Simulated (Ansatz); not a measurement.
Relaxation of BF₂H₃Si (7 atoms, charge 0, multiplicity 1), to a largest force component of 0.02 eV/Å in at most 50 steps.

The calculation used RKS PBE/def2-SVP (Ansatz).

```xyz
7
Properties=species:S:1:pos:R:3
F -1.421 0.776 -1.414
B -0.403 0.955 -0.603
Si 0.342 -0.542 0.441
F -0.438 -1.920 0.102
H -0.005 2.066 -0.573
H 1.735 -0.890 0.153
H 0.190 -0.444 1.894
```

Problem. Where does it end, and by what steps?

Solution. The forces met the threshold. After 5 steps the energy has fallen by 0.198 eV; F4 moved furthest, 0.11 Å.

```tsv
step	energy less start (eV)	largest force component (eV/Å)	accepted
0	0.0000	0.992	yes
1	-0.1814	0.346	yes
2	-0.1959	0.106	yes
3	-0.1963	0.108	yes
4	-0.1972	0.034	yes
5	-0.1975	0.016	yes
```

```xyz
7
Properties=species:S:1:pos:R:3
F -1.443 0.807 -1.463
B -0.425 0.946 -0.619
Si 0.318 -0.625 0.441
F -0.478 -2.027 0.105
H 0.049 2.070 -0.505
H 1.779 -0.819 0.122
H 0.200 -0.352 1.919
```

Whether the end is a true minimum wasn't checked by a vibrational analysis.

Time of the run: 14 s on 1 thread of Arm Neoverse V1, on a shared host, peak memory 0.13 GiB.
